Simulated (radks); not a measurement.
Results of a calculation; reference values are marked as such.
Spherical quantum dot in the effective-mass picture: electrons in a well V = -V0 / (1 + exp((r - R)/a)) with V0 = 5.54, R = 9.59, a = 1, with a point charge +2 (a donor) at the centre, all in effective atomic units (hartree* = m*/eps^2 hartree, bohr* = eps/m* bohr), one dielectric constant everywhere. Level of theory: non-relativistic Kohn-Sham, PBEsol, spin-polarised, spherical densities (a radial shooting solver with Libxc functionals). Levels are named by radial order and angular momentum (1s, 1p, 1d, 2s, ...), and open shells are averaged over m.

N = 6, configuration 1s2 1p(up 3, down 0) 2s(up 1, down 0). This is the lowest configuration that the search found. Occupied and some empty levels:

level    occupation  eigenvalue (hartree*)  <r> (bohr*)
1s up             1                -5.2074       0.9958
1s down           1                -5.1982       0.9865
2s up             1                -4.7983        4.670
1p up             3                -4.7590        4.758
2s down           0                -4.7050        4.384
1p down           0                -4.6654        4.430
1d up             0                -4.6583        5.173
1d down           0                -4.5491        4.999
1f up             0                -4.5357        5.483
2p up             0                -4.4372        4.362
1f down           0                -4.4176        5.398
1g up             0                -4.3934        5.747
2p down           0                -4.3656        4.448
1g down           0                -4.2706        5.726

Energy (hartree*): total -34.3457, kinetic 3.3413, external -41.399, Hartree 5.3580, exchange-correlation -1.6460.
